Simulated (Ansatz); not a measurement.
Geometry optimisation, RKS B3LYP/def2-SVP in Ansatz 0.2.0.

Input:

```yaml
crystal:
  periodic: [false, false, false]
  atoms:
    - { symbol: Zr, position_ang: [0.0, 0.0, 0.0] }
    - { symbol: Cl, position_ang: [0.0, 0.0, 2.52] }
    - { symbol: Cl, position_ang: [2.3764, 0.0, -0.8392] }
    - { symbol: F, position_ang: [-0.9326, 1.6157, -0.6593] }
    - { symbol: F, position_ang: [-0.9326, -1.6157, -0.6593] }
basis:
  gaussian: { orbitals: def2-SVP }
hamiltonian:
  xc: b3lyp
relax:
  f_tol: 0.02
  max_steps: 40
```

Run as:

```bash
$ ansatz run input.yaml --threads 1 --pin off --max-ram 2048MiB --backend cpu --events-out ev --progress --plain --runs-dir out
```

Question: Where does it end, and by what steps?

Answer: The run converged. After 3 steps the energy has fallen by 0.613 eV; Cl3 moved furthest, 0.15 Å.

```json
{"step": "0", "energy less start (eV)": "0.0000", "largest force component (eV/Å)": "2.133", "accepted": "yes"}
{"step": "1", "energy less start (eV)": "-0.5501", "largest force component (eV/Å)": "1.086", "accepted": "yes"}
{"step": "2", "energy less start (eV)": "-0.6128", "largest force component (eV/Å)": "0.088", "accepted": "yes"}
{"step": "3", "energy less start (eV)": "-0.6130", "largest force component (eV/Å)": "0.012", "accepted": "yes"}
```

```xyz
5
Properties=species:S:1:pos:R:3
Zr 0.027 0.000 0.019
Cl 0.003 0.000 2.369
Cl 2.235 0.000 -0.786
F -0.877 1.538 -0.620
F -0.877 -1.538 -0.620
```

Whether the end is a true minimum wasn't checked by a vibrational analysis.

Time of the run: 35 s on 1 thread of Intel(R) Xeon(R) Platinum 8259CL CPU @ 2.50GHz (Skylake/Cascade Lake), on a shared host, peak memory 0.23 GiB.
